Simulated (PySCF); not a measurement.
Breaking a bond: IBr, singlet.

UHF/def2-SVP, def2 effective core potentials past Kr (PySCF); RHF/def2-SVP, def2 effective core potentials past Kr (PySCF); UKS-BLYP = unrestricted BLYP/def2-SVP, def2 effective core potentials past Kr (PySCF); RKS-BLYP = PySCF 2.14.0 with restricted BLYP/def2-SVP, def2 effective core potentials past Kr; UKS-PBE0 = unrestricted PBE0/def2-SVP, def2 effective core potentials past Kr (PySCF 2.14.0); RKS-PBE0 = PySCF 2.14.0 with restricted PBE0/def2-SVP, def2 effective core potentials past Kr; UKS-PBE = unrestricted PBE/def2-SVP, def2 effective core potentials past Kr in PySCF; RKS-PBE = restricted PBE/def2-SVP, def2 effective core potentials past Kr (PySCF); UKS-B3LYP/LANL2DZ = PySCF with unrestricted B3LYP/LANL2DZ, with its core potentials past Ne; RKS-B3LYP/LANL2DZ = restricted B3LYP/LANL2DZ, with its core potentials past Ne (PySCF).

Scanned distances (Å): 1.99, 2.11, 2.21, 2.31, 2.39, 2.46, 2.54, 2.60, 2.68, 2.83, 3.03, 3.30, 3.68, 4.11, 4.43, 4.97, 5.39, 6.10, 6.60, 7.33.

**Question.** Where does the unrestricted solution first break spin symmetry (<S²> of 0.01 or more)?

**Answer.** UHF: between 2.60 and 2.68 Å; UKS-BLYP: between 2.83 and 3.03 Å; UKS-PBE0: between 2.83 and 3.03 Å; UKS-PBE: between 2.83 and 3.03 Å; UKS-B3LYP/LANL2DZ: between 2.83 and 3.03 Å.

| R / Å | <S²> UHF | E(RHF) − E(UHF) / mEh | <S²> UKS-BLYP | E(RKS-BLYP) − E(UKS-BLYP) / mEh | <S²> UKS-PBE0 | E(RKS-PBE0) − E(UKS-PBE0) / mEh | <S²> UKS-PBE | E(RKS-PBE) − E(UKS-PBE) / mEh | <S²> UKS-B3LYP/LANL2DZ | E(RKS-B3LYP/LANL2DZ) − E(UKS-B3LYP/LANL2DZ) / mEh |
|---|---|---|---|---|---|---|---|---|---|---|
| 1.99 | 0.00 | 0.0 | 0.00 | 0.0 | 0.00 | 0.0 | 0.00 | 0.0 | 0.00 | 0.0 |
| 2.11 | 0.00 | 0.0 | 0.00 | 0.0 | 0.00 | 0.0 | 0.00 | 0.0 | 0.00 | 0.0 |
| 2.21 | 0.00 | 0.0 | 0.00 | 0.0 | 0.00 | 0.0 | 0.00 | 0.0 | 0.00 | 0.0 |
| 2.31 | 0.00 | 0.0 | 0.00 | 0.0 | 0.00 | 0.0 | 0.00 | 0.0 | 0.00 | 0.0 |
| 2.39 | 0.00 | 0.0 | 0.00 | 0.0 | 0.00 | 0.0 | 0.00 | 0.0 | 0.00 | 0.0 |
| 2.46 | 0.00 | 0.0 | 0.00 | 0.0 | 0.00 | 0.0 | 0.00 | 0.0 | 0.00 | 0.0 |
| 2.54 | 0.00 | 0.0 | 0.00 | 0.0 | 0.00 | 0.0 | 0.00 | 0.0 | 0.00 | 0.0 |
| 2.60 | 0.00 | 0.0 | 0.00 | 0.0 | 0.00 | 0.0 | 0.00 | 0.0 | 0.00 | 0.0 |
| 2.68 | 0.07 | 0.1 | 0.00 | 0.0 | 0.00 | 0.0 | 0.00 | 0.0 | 0.00 | 0.0 |
| 2.83 | 0.43 | 6.0 | 0.00 | 0.0 | 0.00 | 0.0 | 0.00 | 0.0 | 0.00 | 0.0 |
| 3.03 | 0.70 | 22.1 | 0.12 | 0.1 | 0.12 | 0.1 | 0.15 | 0.2 | 0.13 | 0.1 |
| 3.30 | 0.87 | 48.2 | 0.57 | 2.8 | 0.60 | 3.7 | 0.59 | 3.2 | 0.56 | 2.9 |
| 3.68 | 0.99 | 83.4 | 0.84 | — | 0.91 | 18.4 | 0.86 | — | 0.88 | 14.0 |
| 4.11 | 1.01 | 115.3 | 0.95 | — | 1.00 | 35.5 | 0.96 | — | 0.99 | 28.6 |
| 4.43 | 1.01 | 132.7 | 0.98 | — | 1.00 | 45.0 | 0.99 | — | 1.00 | 37.1 |
| 4.97 | 1.01 | 152.8 | 1.00 | — | 1.00 | 55.0 | 1.00 | — | 1.00 | 46.2 |
| 5.39 | 1.01 | 162.7 | 1.00 | — | 1.00 | 59.5 | 1.00 | — | 1.00 | 50.4 |
| 6.10 | 1.01 | 173.1 | 1.00 | — | 1.00 | 63.6 | 1.00 | — | 1.00 | 54.2 |
| 6.60 | 1.01 | 177.7 | 1.00 | — | 1.00 | 65.1 | 1.00 | — | 1.00 | 55.6 |
| 7.33 | 1.01 | 182.5 | 1.00 | — | 1.00 | 66.5 | 1.00 | — | 1.00 | 56.8 |

Dashes: no converged value, or the column stops at the first point that the program doubted or that broke a chosen test of continuity, which isn't proof of a fault.
